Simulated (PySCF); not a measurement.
Species: `COC(=O)C(C)C`. The columns A, B, C and D hold Mulliken, IAO, Hirshfeld and ESP-fitted charges (e) of one PBE0/pcSseg-2 density (PySCF), in a shuffled order. Coordinates in Å (PBE0-D3(BJ)/def2-TZVP); the density's dipole moment is (0.18, -0.41, 1.75) D.

| atom | x | y | z | A | B | C | D |
| --- | --- | --- | --- | --- | --- | --- | --- |
| C1 | 2.776 | -0.552 | -0.155 | -0.218 | -0.225 | +0.131 | -0.045 |
| O2 | 1.519 | -0.259 | 0.445 | -0.385 | -0.349 | -0.378 | -0.104 |
| C3 | 0.549 | 0.103 | -0.407 | +0.768 | +0.533 | +0.453 | +0.211 |
| O4 | 0.718 | 0.198 | -1.593 | -0.563 | -0.481 | -0.429 | -0.253 |
| C5 | -0.763 | 0.320 | 0.307 | +0.226 | -0.147 | -0.043 | -0.037 |
| C6 | -1.564 | 1.421 | -0.366 | -0.506 | -0.429 | -0.057 | -0.126 |
| C7 | -1.526 | -1.004 | 0.322 | -0.483 | -0.424 | -0.071 | -0.121 |
| H8 | 2.685 | -1.389 | -0.849 | +0.130 | +0.155 | +0.040 | +0.050 |
| H9 | 3.153 | 0.315 | -0.699 | +0.125 | +0.157 | +0.043 | +0.050 |
| H10 | 3.444 | -0.809 | 0.664 | +0.144 | +0.164 | +0.048 | +0.055 |
| H11 | -0.531 | 0.599 | 1.339 | -0.004 | +0.152 | +0.035 | +0.046 |
| H12 | -2.520 | 1.556 | 0.144 | +0.145 | +0.143 | +0.025 | +0.045 |
| H13 | -1.758 | 1.166 | -1.409 | +0.131 | +0.156 | +0.048 | +0.044 |
| H14 | -1.030 | 2.373 | -0.349 | +0.110 | +0.148 | +0.036 | +0.045 |
| H15 | -1.754 | -1.323 | -0.698 | +0.127 | +0.149 | +0.039 | +0.046 |
| H16 | -0.949 | -1.793 | 0.810 | +0.116 | +0.149 | +0.043 | +0.044 |
| H17 | -2.468 | -0.888 | 0.862 | +0.138 | +0.148 | +0.037 | +0.048 |

Task: Which column most likely holds the ESP-fitted charges?

Result: A. Σ q r misses the density's dipole by 0.04 D (A), 0.15 D (B), 0.46 D (D), 0.56 D (C). Charges fitted to the outside potential are the only set here that is tied to the molecule's multipoles.

Task: And the Hirshfeld charges?

Result: D. The mean sizes are 0.081 e (D), 0.115 e (C), 0.242 e (B), 0.254 e (A), and Hirshfeld charges are commonly the smallest of these schemes.

As computed, A = ESP-fitted, B = IAO, C = Mulliken, D = Hirshfeld. Hydrogens on carbon: ESP-fitted 0.00 to +0.15, IAO +0.14 to +0.16, Mulliken +0.03 to +0.05, Hirshfeld +0.04 to +0.06 e.

The Hirshfeld scheme weights the molecular density at each point by an atom's share of the summed free-atom densities. The ESP scheme is a least-squares fit of atom-centred charges to the potential on four shells outside the van der Waals surface, with the total charge fixed.

Geometry: PBE0-D3(BJ)/def2-TZVP, one conformer, isolated molecule.

Shape of the structure used: `[CH3:1][O:2][C:3](=[O:4])[CH:5]([CH3:6])[CH3:7]`: C1–O2–C3–O4 -1°, O2–C3–C5–C6 147°.
